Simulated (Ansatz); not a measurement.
F3OTa (SMILES [O]=[Ta]([F])([F])[F]), singlet, at a GFN2-xTB geometry (such geometries of metal compounds can be far from the true shape) (core potentials on Ta); PBE/def2-SVP (Ansatz, a first-principles code).

Input for Ansatz:
Ansatz 0.2 input:
```yaml
crystal:
  periodic: [false, false, false]
  atoms:
    - {symbol: Ta, position_ang: [0.01693925, 0.00907486, -0.01955256]}
    - {symbol: O, position_ang: [1.06782099, 0.57206336, -1.23255967]}
    - {symbol: F, position_ang: [0.97007396, -0.95600876, 1.21861489]}
    - {symbol: F, position_ang: [-1.26946365, -1.06429425, -0.77185379]}
    - {symbol: F, position_ang: [-0.78718062, 1.43819507, 0.80744046]}
basis:
  gaussian:
    orbitals: def2-SVP
hamiltonian:
  xc: pbe
```

What the program printed (banner, timings and long lists left out):

```
Functional definition: PBE
891 factors; their error is unknown
mean field evaluation 1: about -11727.0820 eV, gradient 8.7e1 eV
mean field evaluation 2: about -11536.5093 eV, gradient 2.7e2 eV
mean field evaluation 4: about -11737.8883 eV, gradient 3.8e1 eV
mean field evaluation 8: about -11740.2733 eV, gradient 4.5e-1 eV
mean field evaluation 16: about -11740.2193 eV, gradient 8.6e-5 eV
mean field -11740.21928479 eV, -431.4451009094 hartree, gradient 5.9e-5 eV, S^2 0.000000; 0 other end points of the search recorded, 0 dependent functions left out
reference -11740.21934563 eV, -431.4451031453 hartree; 24, 24 occupied and 64, 64 virtual orbitals, 891 factors
Total energy: -11740.21934563 eV, -431.4451031453 hartree
```
